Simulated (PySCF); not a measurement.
3-ethenylthietane (C5H8S), SMILES C1(C=C)CSC1.

Geometry optimised at B3LYP-D3(BJ)/def2-SVP. Other conformers were not sampled.

Level of theory: PySCF with SMD-ωB97X/6-31G*.

Solvation free energies are E(SMD) − E(gas) at the gas-phase geometry, for 1 M in both phases. In vacuum the dipole moment is 2.08 D.

```
solvent            ΔG(solv) (kcal/mol)  its non-electrostatic (CDS) part  dipole (D)
-----------------  -------------------  --------------------------------  ----------
water                             -1.4                               3.2        2.65
2-propanol                        -5.6                              -1.3        2.62
dimethylsulfoxide                    ?                                 ?           ?
```

Question: Complete the blanks. (Estimate from the structure and the level; the computed values follow.)

Answer: 
- dimethylsulfoxide, ΔG(solv) (kcal/mol): -4.5
- dimethylsulfoxide, its non-electrostatic (CDS) part: 0.0
- dimethylsulfoxide, dipole (D): 2.65
